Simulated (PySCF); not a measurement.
Point-charge models of `COC1=CC=C/C1=C\Cl` against its computed dipole.

Coordinates (GFN2-xTB, Å) and charges (e) from the PBE0/pcSseg-1 density (PySCF):

```
atom       x       y       z  Mulliken      IAO  Hirshfeld  ESP-fitted
  C1  -2.589  -0.011  -0.090   -0.0313  -0.2045    -0.0297     -0.1227
  O2  -1.383   0.709  -0.205   -0.4824  -0.3191    -0.1014     -0.2695
  C3  -0.253  -0.007  -0.008   +0.2341  +0.1865    +0.0648     +0.1991
  C4  -0.053  -1.310   0.286   -0.1297  -0.2731    -0.1062     -0.3148
  C5   1.378  -1.536   0.386   -0.0518  -0.1320    -0.0482     -0.1217
  C6   2.044  -0.389   0.157   -0.0190  -0.2161    -0.0935     -0.3906
  C7   1.065   0.652  -0.107   -0.2174  -0.0191    -0.0264     +0.2294
  C8   1.234   1.949  -0.386   +0.0236  -0.1356    -0.0056     -0.2508
 Cl9   2.760   2.696  -0.494   -0.0542  +0.0157    +0.0036     -0.0141
 H10  -3.390   0.702  -0.276   +0.1313  +0.1647    +0.0566     +0.1241
 H11  -2.699  -0.435   0.912   +0.1114  +0.1385    +0.0453     +0.0931
 H12  -2.636  -0.818  -0.828   +0.1114  +0.1385    +0.0453     +0.0938
 H13  -0.791  -2.076   0.428   +0.0820  +0.1521    +0.0424     +0.1715
 H14   1.808  -2.495   0.614   +0.0815  +0.1579    +0.0545     +0.1761
 H15   3.104  -0.229   0.159   +0.0693  +0.1605    +0.0400     +0.1969
 H16   0.396   2.608  -0.561   +0.1414  +0.1852    +0.0585     +0.2001
```

Compute μ = Σ q r for each scheme (1 e·Å = 4.803 D) and compare with the dipole of the full density.

The full density gives (-2.16, -0.78, 0.09) D, 2.30 D in size; dipole vectors point from the negative to the positive end.

```tsv
scheme	μx	μy	μz	size (D)	share of the full size (%)	angle to the full dipole (°)
Mulliken	-2.17	-1.91	0.34	2.91	127	22
IAO	-1.87	-0.66	0.08	1.99	87	0
Hirshfeld	-1.43	0.29	-0.12	1.46	64	32
ESP-fitted	-2.21	-0.80	0.09	2.35	102	0
```

Which set comes closest?

Length of the difference vector: ESP-fitted 0.05 D, IAO 0.31 D, Mulliken 1.16 D, Hirshfeld 1.31 D. Closest: ESP-fitted. ESP charges are fitted to the potential around the molecule, whose slowest-falling term is the dipole's. 

What is left for the Hirshfeld atoms' own dipoles?

The Hirshfeld atoms' densities add up to the full density, so μ = Σ q r + Σ (atomic dipoles). The atomic dipoles sum to (-2.16, -0.78, 0.09) − (-1.43, 0.29, -0.12) = (-0.73, -1.07, 0.21) D, 1.31 D in size.

With the origin at the mean of the coordinates, (0.000, 0.001, -0.001) Å, which are the largest single terms, by size, of the ESP-fitted dipole along the direction of the full one?

C6 +3.35, H15 -2.68, C8 +2.21, H10 +1.75, C1 -1.43 D; all 16 atoms together +2.35 D. The single terms depend on the origin, their sum doesn't.

Give the size of the full dipole in other units.

2.30 D = 0.903 au = 0.478 e·Å = 7.66 × 10⁻³⁰ C·m.

One conformer (not necessarily the lowest) at the GFN2-xTB geometry, without solvent, vibrations or thermal averaging.

The run behind these numbers computed NMR shieldings as well. On an Intel Xeon Platinum 8488C with one thread, no GPU, shared host, this took 36 s wall and 0.86 GiB of memory at its peak.

Conformer computed: `[CH3:1][O:2][C:3]1=[CH:4][CH:5]=[CH:6]/[C:7]1=[CH:8]\[Cl:9]`: C1–O2–C3–C4 0°.
